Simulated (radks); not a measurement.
Values are calculated unless marked as measured or tabulated.
Question: The arsenic anion As3-, [Kr], held by a Watson sphere: a shell of charge +4.26 at radius R that stands for the Madelung well of a crystal (potential energy -4.26/R inside, -4.26/r outside, in hartree with lengths in bohr). Code: a radial shooting solver on a logarithmic mesh with Libxc functionals. Model: scalar-relativistic Kohn-Sham, PBEsol, spin-polarised, spherical densities, finite nucleus; Fermi nuclear charge, rms radius of each element as measured or else 0.836 A^(1/3) + 0.57 fm. Response by self-consistent Sternheimer equations with the Hartree and adiabatic LDA kernel, the relativistic mass of each level held fixed and spin-orbit coupling left out. The sphere does not respond.

R (bohr)  e(3d) (eV)  e(4s) (eV)  e(4p) (eV)  <r> 4p (bohr)  sum of <r^2> (bohr^2)  X-ray form factor at sin(theta)/lambda = 0.1 1/angstrom  alpha (bohr^3)
2.13         -51.421     -29.340     -19.525          2.214                  51.40                                                   32.716           20.04
2.16         -51.175     -29.107     -19.374          2.227                  51.87                                                   32.692           20.51
2.94         -47.083     -24.006     -15.663          2.567                  64.67                                                   32.098           37.53
3.12         -46.485     -23.076     -14.906          2.641                  67.70                                                   31.974           42.98
3.36         -45.783     -21.962     -13.963          2.739                  71.77                                                   31.817           51.36
4.52         -43.302     -18.150     -10.406          3.182                  92.20                                                   31.198           115.6

Estimate the row for R = 2.11 bohr.

Answer: e(3d) (eV) -51.591; e(4s) (eV) -29.496; e(4p) (eV) -19.626; <r> 4p (bohr) 2.205; sum of <r^2> (bohr^2) 51.08; X-ray form factor at sin(theta)/lambda = 0.1 1/angstrom 32.732; alpha (bohr^3) 19.73.
